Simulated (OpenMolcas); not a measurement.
**Multiconfigurational calculation on P IV**

Input:

```
&GATEWAY
Coord
1

P 0.0 0.0 0.0
Basis=ANO-L-VQZP
Group=XYZ
NoMove
AngMom=0.0 0.0 0.0
AMFI
&SEWARD
* reference wave functions (RASSCF and RASSI steps not shown): 2 electrons in 4 orbitals (3s 3p)
>>> COPY JOB001 $Project.JobIph
&CASPT2
Multistate=1 1
Frozen=1 0
IPEA=0.5
Imaginary=0.4
MaxIter=60
WThr=0.0 0.3 0.05
PrWF=0.5
NoMix
>>> COPY JOB002 $Project.JobIph
&CASPT2
Multistate=3 1 2 3
Frozen=1 0
IPEA=0.5
Imaginary=0.4
MaxIter=60
WThr=0.0 0.3 0.05
PrWF=0.5
NoMix
>>> COPY JOB003 $Project.JobIph
&CASPT2
Multistate=3 1 2 3
Frozen=1 0
IPEA=0.5
Imaginary=0.4
MaxIter=60
WThr=0.0 0.3 0.05
PrWF=0.5
NoMix
```

Launched by
```bash
OMP_NUM_THREADS=1 MOLCAS_MEM=2252 MOLCAS_PROJECT=a pymolcas a.inp > a.log  # once for each step of the input, in one work folder
```

Output, cut to the results:

```
--- CASPT2 ---
Orbital specifications:
      -----------------------

      Symmetry species                           1   2
                                                ag  au
      Frozen orbitals                            1   0
      Inactive orbitals                          1   3
      Active orbitals                            1   3
      Secondary orbitals                        18  23
      Deleted orbitals                           0   0
      Number of basis functions                 21  29
Type of calculation                        SS-CASPT2
      Fock operator                              state-specific
      IPEA shift                                 0.50
      Real shift                                 0.00
      Imaginary shift                            0.40
      The input orbitals will be transformed to quasi-canonical
Reference energy:        -338.6089720894
      E2 (Non-variational):      -0.0357959700
      Shift correction:          -0.0000703206
      E2 (Variational):          -0.0358662906
      Total energy:            -338.6448383801
      Residual norm:              0.0000000431
      Reference weight:           0.99671
      Contributions to the CASPT2 correlation energy
      Active & Virtual Only:         -0.0027625247
      One Inactive Excited:          -0.0068383594
      Two Inactive Excited:          -0.0261950860
::    CASPT2 Root  1     Total energy:   -338.64483838
--- CASPT2 ---
Orbital specifications:
      -----------------------

      Symmetry species                           1   2
                                                ag  au
      Frozen orbitals                            1   0
      Inactive orbitals                          1   3
      Active orbitals                            1   3
      Secondary orbitals                        18  23
      Deleted orbitals                           0   0
      Number of basis functions                 21  29
Type of calculation                        MS-CASPT2
      Fock operator                              state-specific
      IPEA shift                                 0.50
      Real shift                                 0.00
      Imaginary shift                            0.40
      The input orbitals will be transformed to quasi-canonical
Reference energy:        -338.0753287776
      E2 (Non-variational):      -0.0748086808
      Shift correction:          -0.0023275137
      E2 (Variational):          -0.0771361945
      Total energy:            -338.1524649721
      Residual norm:              0.0000000263
      Reference weight:           0.97582
      Contributions to the CASPT2 correlation energy
      Active & Virtual Only:         -0.0405836281
      One Inactive Excited:          -0.0083446726
      Two Inactive Excited:          -0.0258803801
Reference energy:        -338.0753287776
      E2 (Non-variational):      -0.0748086808
      Shift correction:          -0.0023275137
      E2 (Variational):          -0.0771361945
      Total energy:            -338.1524649721
      Residual norm:              0.0000000263
      Reference weight:           0.97582
      Contributions to the CASPT2 correlation energy
      Active & Virtual Only:         -0.0405836281
      One Inactive Excited:          -0.0083446726
      Two Inactive Excited:          -0.0258803801
::    CASPT2 Root  1     Total energy:   -338.15246497
::    CASPT2 Root  2     Total energy:   -338.15246497
::    CASPT2 Root  3     Total energy:   -338.15246497
::    MS-CASPT2 Root  1     Total energy:   -338.15246497
::    MS-CASPT2 Root  2     Total energy:   -338.15246497
::    MS-CASPT2 Root  3     Total energy:   -338.15246497
--- CASPT2 ---
Orbital specifications:
      -----------------------

      Symmetry species                           1   2
                                                ag  au
      Frozen orbitals                            1   0
      Inactive orbitals                          1   3
      Active orbitals                            1   3
      Secondary orbitals                        18  23
      Deleted orbitals                           0   0
      Number of basis functions                 21  29
Type of calculation                        MS-CASPT2
      Fock operator                              state-specific
      IPEA shift                                 0.50
      Real shift                                 0.00
      Imaginary shift                            0.40
      The input orbitals will be transformed to quasi-canonical
Reference energy:        -338.2945469415
      E2 (Non-variational):      -0.0421047983
      Shift correction:          -0.0008737732
      E2 (Variational):          -0.0429785715
      Total energy:            -338.3375255130
      Residual norm:              0.0000000201
      Reference weight:           0.99094
      Contributions to the CASPT2 correlation energy
      Active & Virtual Only:         -0.0103020599
      One Inactive Excited:          -0.0060829974
      Two Inactive Excited:          -0.0257197410
Reference energy:        -338.2945469415
      E2 (Non-variational):      -0.0421047983
      Shift correction:          -0.0008737732
      E2 (Variational):          -0.0429785715
      Total energy:            -338.3375255130
      Residual norm:              0.0000000201
      Reference weight:           0.99094
      Contributions to the CASPT2 correlation energy
      Active & Virtual Only:         -0.0103020599
      One Inactive Excited:          -0.0060829974
      Two Inactive Excited:          -0.0257197410
::    CASPT2 Root  1     Total energy:   -338.33752551
::    CASPT2 Root  2     Total energy:   -338.33752551
::    CASPT2 Root  3     Total energy:   -338.33752551
::    MS-CASPT2 Root  1     Total energy:   -338.33752551
::    MS-CASPT2 Root  2     Total energy:   -338.33752551
::    MS-CASPT2 Root  3     Total energy:   -338.33752551
```

Levels above the lowest, from the spin-orbit matrix with the single-state CASPT2 energies, averaged by term, on its diagonal:

```
Configuration  Term  J  E (cm⁻¹)  Measured (cm⁻¹)      g  Term weight %
          3s²    ¹S  0       0.0              0.0                   100
        3s 3p   ³P°  0     67103            67918                   100
        3s 3p   ³P°  1     67274            68146  1.501            100
        3s 3p   ³P°  2     67620            68615  1.501            100
        3s 3p   ¹P°  1    108065                   1.000            100
```

Against the 3 measured excited levels shown (Martin, Zalubas and Musgrove, J. Phys. Chem. Ref. Data 14, 751 (1985)) the mean absolute deviation is 890 cm-1; the largest miss in energy is 3s 3p ³P°₂: computed 67620, measured 68615 cm⁻¹ (-1.5 %).

Terms from blocks run as CI alone lack orbitals of their own. Computed and measured levels are paired by configuration, term and J; levels that our copy of the source lacks, or whose pairing is in doubt (as where it misses far off the trend of its configuration), stay unpaired and out of the deviations. Only configurations of the active space appear. The first state left out of the spin-orbit step lies near 170000 cm-1 above the lowest spin-free state of the reference (among the parities and spins computed), and the list stops at four fifths of that energy or lower.

The CASPT2 steps took 1.2 s on 1 thread of AMD EPYC 9R45 96-Core Processor (Zen 5), on a shared host; the integral step is not counted.

The term weight is that of the spin-free term in the level, not the purity of its configuration. ° marks odd parity.
